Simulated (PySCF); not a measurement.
Geometry:
```tsv
atom	x (Å)	y (Å)	z (Å)
N1	2.798	1.471	-2.052
C2	2.478	0.843	-1.150
Si3	1.944	-0.180	0.325
C4	0.070	-0.143	0.208
C5	-0.789	0.419	-0.644
C6	-2.186	0.101	-0.223
O7	-2.046	-0.688	0.940
C8	-0.733	-0.854	1.226
O9	-0.329	-1.484	2.164
H10	2.455	-1.535	0.133
H11	2.408	0.506	1.529
H12	-0.572	1.015	-1.512
H13	-2.767	0.999	0.017
H14	-2.734	-0.469	-0.983
```

PySCF calculation with GIAO PBE0/pcSseg-1 shieldings and coordinates at the GFN2-xTB level; averaged over atoms made equivalent by symmetry, fast rotation or ring inversion, one conformer, in vacuum, non-relativistic.

Problem. List the cross peaks expected in HSQC, COSY and HMBC spectra.

Solution. 

HSQC (one-bond C–H):
```
            δH          δC
    8.19 (H12)  174.2 (C5)
5.15 (H13/H14)   77.6 (C6)
```

COSY cross peaks (H two or three bonds apart, from the bond graph; peaks can be absent where the dihedral angle is near 90°):
```
        δH              δH
8.19 (H12)  5.15 (H13/H14)
```

HMBC (two and three bonds, from the bond graph):
```
            δH                                              δC
    8.19 (H12)               179.5 (C8), 134.4 (C4), 77.6 (C6)
5.15 (H13/H14)              179.5 (C8), 174.2 (C5), 134.4 (C4)
4.84 (H10/H11)  179.5 (C8), 174.2 (C5), 134.4 (C4), 123.3 (C2)
```

Scale: ¹H (31.72 ppm), ¹³C (186.93 ppm) vs TMS (reference shieldings calculated alike).

Shifts are as computed. Against solution values, carbons near 30 ppm lie about +3 ppm off and those near 130 ppm about +5 ppm. Of 1211 compounds with measured shifts, 218 miss one by over three times the rms of a fit or turn the order of signals round; such compounds aren't used in these exercises.
